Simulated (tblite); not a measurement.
Start geometry of `F[Si@@H]1SC[C@H](C(F)(F)F)S1` from a force field or distance geometry (Å):
```
atom  x, y, z in Å
F1     2.4732    1.9579   -0.3290
Si2    2.0699    0.3441   -0.2629
S3     0.5267   -0.1884   -1.6622
C4    -0.4683   -1.2148   -0.5503
C5    -0.6984   -0.4438    0.7333
C6    -1.2159    0.9208    0.3104
F7    -0.3260    1.6173   -0.4925
F8    -1.5174    1.7024    1.4272
F9    -2.3884    0.6866   -0.4018
S10    0.9278   -0.1845    1.5063
H11    3.2160   -0.5556   -0.4337
H12   -1.4096   -1.5998   -1.0032
H13    0.1960   -2.0766   -0.2713
H14   -1.3863   -0.9660    1.4075
```

What comes out of this run: tblite 0.8.0, GFN2-xTB geometry optimisation, gas phase?

```
atom  x, y, z in Å
F1     2.534    1.747   -0.600
Si2    2.154    0.223   -0.307
S3     0.791   -0.498   -1.776
C4    -0.412   -1.206   -0.592
C5    -0.598   -0.362    0.659
C6    -1.357    0.938    0.396
F7    -0.673    1.833   -0.318
F8    -1.708    1.538    1.538
F9    -2.498    0.700   -0.274
S10    0.990    0.009    1.485
H11    3.388   -0.507   -0.175
H12   -1.354   -1.300   -1.134
H13   -0.060   -2.198   -0.312
H14   -1.197   -0.917    1.388
```

The energy falls by 29.8 kcal/mol over 59 L-BFGS steps, the largest force on an atom goes from 4.10 to 0.007 eV/Å, and the atoms move by 0.274 Å rms after alignment. The bond that changes most is F1–Si2 (silicon-bound fluorine to fluorine-bound silicon), which shortens by 0.066 Å. Bonds longer at the end by more than 0.005 Å: 4 of 14; shorter: 9. Among the angles that change most is S3–C4–H12, from 114.3° to 106.2°. Among the dihedrals that turn most is H12–C4–C5–C6, from -77° to -48°. Rotational constants go from 1254, 787.5, 728.1 to 1280, 713.2, 637.9 MHz. The orientation of the end geometry is arbitrary; only internal coordinates are fixed.

Its GFN2-xTB frequencies are all real (lowest 42 cm⁻¹). One conformer, not necessarily the lowest.

The numbers are calculated, not measured.
